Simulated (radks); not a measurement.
Radial electron density D(r) = 4 pi r^2 rho(r) of an atom or ion with 58 electrons. Calculated with a radial shooting solver on a logarithmic mesh with Libxc functionals: Dirac Kohn-Sham, BLYP, spin-unpolarised, spherical densities, point nucleus.

```
   r/bohr * D(r) (the largest magnitude, 106, reaches the edge; | marks zero)
 0.002364 |      *
 0.002752 |        *
 0.003204 |          *
 0.003729 |             *
 0.004342 |               *
 0.005054 |                   *
 0.005884 |                       *
  0.00685 |                           *
 0.007975 |                               *
 0.009284 |                                  *
  0.01081 |                                      *
  0.01258 |                                        *
  0.01453 |                                          *
  0.01692 |                                          *
  0.01969 |                                         *
  0.02293 |                                       *
  0.02669 |                                      *
  0.03107 |                                     *
  0.03617 |                                      *
  0.04211 |                                         *
  0.04902 |                                              *
  0.05707 |                                                   *
  0.06644 |                                                      *
  0.07734 |                                                      *
  0.09004 |                                                  *
    0.104 |                                             *
   0.1211 |                                         *
   0.1409 |                                         *
   0.1641 |                                            *
    0.191 |                                               *
   0.2223 |                                              *
   0.2589 |                                      *
   0.3013 |                            *
   0.3508 |                    *
   0.4084 |                  *
   0.4754 |                    *
   0.5535 |                     *
   0.6444 |                   *
   0.7442 |               *
   0.8663 |          *
    1.009 |       *
    1.174 |     *
    1.367 |    *
    1.591 |   *
    1.852 | *
    2.157 |*
    2.511 |*
    2.923 *
    3.402 *
    3.961 *
    4.574 *
    5.325 *
      6.2 *
    7.217 *
    8.402 *
```

What is the nuclear charge?

Answer. Z = 61. The innermost maximum, from 1s, lies near gamma/Z bohr with gamma = sqrt(1 - (Z/c)^2) = 0.895, here 0.0147 bohr (found: 0.0163), and its height grows with Z. The density is that of the promethium ion Pm3+ in [Kr] 4d10 4f4 5s2 5p5.5 6p0.5; the configuration itself is not fixed sharply by these data, and Z only to a few units. D(r) has 4 maxima, at r = 0.0163, 0.0714, 0.200, 0.553 bohr, and minima at 0.0313, 0.132, 0.402 bohr, inside which lie 2.02, 11.22, 29.22 electrons.
